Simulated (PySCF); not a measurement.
# A PySCF run on RbPb⁺

State: ³Π (triplet), unpaired electrons σ ↑, π ↑.

An equivalent input (the run itself took its basis sets from the Basis Set Exchange, started from a PBE0 density and held the occupation σ 7α 6β, πx 4α 3β, πy 3α 3β, δx 1α 1β, δy 1α 1β):

```python
from pyscf import gto, dft
mol = gto.M(atom='Rb 0 0 0; Pb 0 0 4.125', basis={'Rb': 'def2-SVP', 'Pb': 'def2-SVP'}, ecp={'Rb': 'def2-SVP', 'Pb': 'def2-SVP'},
            charge=1, spin=2, verbose=4, symmetry='C2v')
mf = dft.UKS(mol, xc='HYB_MGGA_XC_R2SCANH')
mf.grids.atom_grid = (80, 434)
mf.grids.prune = dft.gen_grid.treutler_prune
mf.irrep_nelec = {'A1': (8, 7), 'A2': (1, 1), 'B1': (4, 3), 'B2': (3, 3)}
mf.conv_tol = 1e-9
mf.max_cycle = 60
mf.diis_space = 10
mf.kernel()
```

The log (some set-up lines and the per-cycle HOMO/LUMO lines removed):

```
******** <class 'pyscf.dft.uks_symm.SymAdaptedUKS'> ********
method = SymAdaptedUKS
damping factor = 0
level_shift factor = 0
DIIS = <class 'pyscf.scf.diis.CDIIS'>
diis_start_cycle = 1
diis_space = 10
diis_damp = 0
SCF conv_tol = 1e-09
SCF conv_tol_grad = None
SCF max_cycles = 60
number electrons alpha = 16  beta = 14
Set gradient conv threshold to 3.16228e-05
init E= -216.849878128744
cycle= 1 E= -216.850233914756  delta_E= -0.000356  |g|= 0.00287  |ddm|= 0.0919
cycle= 2 E= -216.850242812561  delta_E= -8.9e-06  |g|= 0.00113  |ddm|= 0.0138
cycle= 3 E= -216.850243653624  delta_E= -8.41e-07  |g|= 0.000364  |ddm|= 0.0037
cycle= 4 E= -216.850243748286  delta_E= -9.47e-08  |g|= 4.81e-05  |ddm|= 0.000978
cycle= 5 E= -216.850243750836  delta_E= -2.55e-09  |g|= 9.18e-06  |ddm|= 0.000193
cycle= 6 E= -216.850243750952  delta_E= -1.16e-10  |g|= 1.92e-06  |ddm|= 3.04e-05
Extra cycle  E= -216.850243750957  delta_E= -4.63e-12  |g|= 1.01e-06  |ddm|= 6.76e-06
converged SCF energy = -216.850243750957  <S^2> = 2.0049428  2S+1 = 3.0032934
```

Repeating this along the bond gives Re = 4.120 Å and ωe = 42.1 cm⁻¹.

A point of this curve took 0.29 CPU seconds beside 0.12 for the integrals, on AMD EPYC 9R45 96-Core (shared host).

These are scalar-relativistic numbers at best; spin–orbit coupling would shift them, the dissociation energy most. The state was picked by a PBE0 search and need not be the measured ground state.
